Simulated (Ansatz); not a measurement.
Ideal-gas functions of BrF2HOZr (`[OH][Zr]([F])([F])[Br]`) at 600 K and 1 bar, from an Ansatz frequency run at PBE0-D4/def2-TZVP.

Molar mass 226.13 g/mol, point group Cs (symmetry number 1), electronic degeneracy 1, moments of inertia 178.239, 495.653, 497.532 u Å². Harmonic wavenumbers (cm⁻¹, unscaled): 111, 116, 154, 173, 176, 223, 258, 303, 672, 677, 757, 3991.

Use S(trans) = R[1.5 ln M + 2.5 ln T − 1.1517]; rotational temperatures θ = 24.2544 K / I; S(rot) = R[ln(√π/σ · √(T³/θAθBθC)) + 1.5]; for each mode x = 1.438777 ν̃/T, S = R[x/(eˣ − 1) − ln(1 − e⁻ˣ)] and H = RT x/(eˣ − 1); 1 cm⁻¹ = 0.0119627 kJ/mol; R = 8.31446 J/(mol·K).

Problem. By hand: the entropy, in J/(mol·K).

Solution. Translation 191.0. Rotation: θ = 0.1361, 0.0489, 0.0487 K, giving 130.4. Vibration, mode by mode: 19.34, 18.98, 16.64, 15.69, 15.55, 13.62, 12.44, 11.15, 5.19, 5.14, 4.41, 0.01, in all 138.2. Electronic 0.0. Sum 459.6 J/(mol·K).

Problem. By hand: H − E and G − E in kJ/mol, counted from the electronic energy.

Solution. Zero-point energy ½ × 7611 × 0.0119627 = 45.5; thermal vibration 37.4; translation, rotation and pV give 4 RT = 20.0. H − E = 102.9 kJ/mol, and G − E = 102.9 − 600 × 459.6/1000 = -172.9 kJ/mol.

Vibration gives 30 % of the entropy, 38.3 J/(mol·K) of it from the modes under 150 cm⁻¹: soft modes count most, and the harmonic formula is weakest for them. The sum counts one conformer and one mirror image; others add a mixing term.
